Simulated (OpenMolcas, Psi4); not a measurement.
TaF5 (tantalum pentafluoride): a line through the functionals

TaF5: 6 atoms, total charge 0, spin state singlet. SMILES: `F[Ta](F)(F)(F)F`. The coordinates come from a PBE0-D4/def2-TZVP relaxation.

The HOMO–LUMO gap y, in eV, basis def2-SVP with a core potential; a is the functional's share of exact exchange. Programs: OpenMolcas 26.06, Psi4 1.11.

```
functional     program     a  y (eV)
    r2SCAN  OpenMolcas     0    7.38
      TPSS  OpenMolcas     0    7.02
     TPSSh        Psi4   0.1    8.12
     B3LYP  OpenMolcas   0.2    9.06
      PBE0  OpenMolcas  0.25       ?
     BHLYP  OpenMolcas   0.5   12.60
```

Fit y = c + s·a to the known rows and predict PBE0.


1. Means of the 5 rows: a = 0.1600, y = 8.836.
2. Σ(Δa)² = 0.172, Σ(Δa·Δy) = 1.8552, so the slope is 1.8552/0.172 = 10.786.
3. Intercept: 8.836 − (10.786) × 0.1600 = 7.110. The largest residual of the fit is 0.27.
4. PBE0: 7.110 + (10.786) × 0.25 = 9.81 eV.

The run gave 9.63 eV, so the prediction is off by +0.18 eV, within the largest residual. Exact exchange lowers occupied levels and raises empty ones. The rows mix families of semi-local functionals, which the line can't see.
